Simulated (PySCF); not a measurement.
Chromium: a sound run and one with changed settings

Sound run: Cr⁺ [Ar] 3d5, Cr²⁺ [Ar] 3d4. Calculation: PySCF 2.14, in x2c-SVPall; scalar relativity by spin-free X2C-1e. In the sound run the correlated levels freeze [Ar]. The sound run starts from symmetry-adapted Hartree-Fock orbitals and uses a fine grid where one is needed.

Changed run: basis STO-3G, all-electron and non-relativistic. This setting is unsound on purpose.

```json
{"species": "Cr⁺", "method": "UHF", "sound run (hartree)": "-1049.25551", "changed run (hartree)": "-1032.00295", "converged": "yes"}
{"species": "Cr⁺", "method": "LDA", "sound run (hartree)": "-1048.01516", "changed run (hartree)": "-1030.44987", "converged": "yes"}
{"species": "Cr⁺", "method": "BP86", "sound run (hartree)": "-1050.48617", "changed run (hartree)": "-1032.91934", "converged": "yes"}
{"species": "Cr⁺", "method": "MP2", "sound run (hartree)": "-1049.30515", "changed run (hartree)": "-1032.00330", "converged": "yes"}
{"species": "Cr²⁺", "method": "UHF", "sound run (hartree)": "-1048.70654", "changed run (hartree)": "-1031.74017", "converged": "yes"}
{"species": "Cr²⁺", "method": "LDA", "sound run (hartree)": "-1047.36968", "changed run (hartree)": "-1030.15682", "converged": "yes"}
{"species": "Cr²⁺", "method": "BP86", "sound run (hartree)": "-1049.85274", "changed run (hartree)": "-1032.63296", "converged": "yes"}
{"species": "Cr²⁺", "method": "MP2", "sound run (hartree)": "-1048.72788", "changed run (hartree)": "-1031.74029", "converged": "yes"}
```

Ionisation energy of Cr⁺:

```json
{"method": "UHF", "sound run (eV)": "14.938", "changed run (eV)": "7.151"}
{"method": "LDA", "sound run (eV)": "17.564", "changed run (eV)": "7.974"}
{"method": "BP86", "sound run (eV)": "17.237", "changed run (eV)": "7.793"}
{"method": "MP2", "sound run (eV)": "15.708", "changed run (eV)": "7.157"}
{"method": "SCS-MP2", "sound run (eV)": "15.195", "changed run (eV)": "7.153"}
```

A minimal basis cannot let orbitals breathe on ionisation and holds almost no correlation. The Hamiltonian changed with the basis, so the totals do not compare.

For comparison, NIST gives 16.486 eV between the lowest levels.
